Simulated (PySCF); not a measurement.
# How methods differ on the ionisation energy of Fe²⁺

Fe²⁺ [Ar] 3d6 (5D) → Fe³⁺ [Ar] 3d5 (6S), as a difference of total energies. Computed with PySCF 2.14 in def2-SVP (5s3p2d1f, 31 functions), with no relativity, point nucleus. Correlated levels: valence: [Ar] frozen. The calculations carry no spin-orbit coupling.

```
           method  ionisation energy (eV)
              UHF                  28.793
           r2SCAN                  31.285
              LDA                  32.140
    MP2 (valence)                  29.843
SCS-MP2 (valence)                  29.836
```

Task: How much does correlation contribute at MP2 (valence)?

Result: 29.843 − (28.793) = 1.050 eV, measured against UHF.

These non-relativistic numbers lack the scalar-relativistic shift.

The reference lies between the lowest fine-structure levels, while these numbers refer to the centres of the terms.

Errors of the correlated levels include the incompleteness of this basis and the frozen core.

For comparison: 30.651 ± 0.012 eV (measured; NIST Atomic Spectra Database, ionization energies).
